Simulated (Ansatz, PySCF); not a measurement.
System: SeF₃, charge 0, multiplicity 2. It need not be the lowest isomer of its formula. 
Coordinates optimised at B3LYP-D3(BJ)/def2-TZVP (Ansatz, a quantum-chemistry and plane-wave program):
SMILES: F[Se](F)F
```xyz
4

Se    -0.2516     0.1409    -0.0140
F     -1.0244    -1.4766     0.2643
F      0.7285     1.5734    -0.5414
F      1.2465    -0.6292     0.3300
```
Charge 0, spin multiplicity 2.

Total electronic energies in hartree. Valence correlation only, unless marked. UHF or UKS for open shells. Spin-orbit coupling is left out. Frozen are the shells of the preceding noble gas and the d and f shells that filled before the atom's block. No relativistic terms. CBS marks a two-point X^-3 extrapolation of the correlation energy; Hartree-Fock from the larger set. [CCSD(T)-MP2]/basis is that difference in the basis named.

```tsv
level	program	energy (Eh)
HF/cc-pVDZ	Ansatz	-2698.02871
HF/def2-TZVPD	PySCF	-2698.21094
r2SCAN/def2-TZVPD	Ansatz	-2701.04355
r2SCAN-D3(BJ)/def2-TZVPD	Ansatz + dftd3	-2701.04399
B97M-V/def2-TZVPD	Ansatz	-2700.62527
PBE0-D4/def2-TZVP	Ansatz + dftd4	-2700.59804
r2SCAN0-D4/def2-TZVPD	Ansatz + dftd4	-2700.97857
CCSD(T)/aug-cc-pVDZ	Ansatz	-2698.87778
RI-MP2/CBS(cc-pVTZ,cc-pVQZ)+[CCSD(T)-MP2]/cc-pVTZ	Ansatz	-2699.3798
```

Totals of different functionals don't rank their quality; only differences between species are comparable.
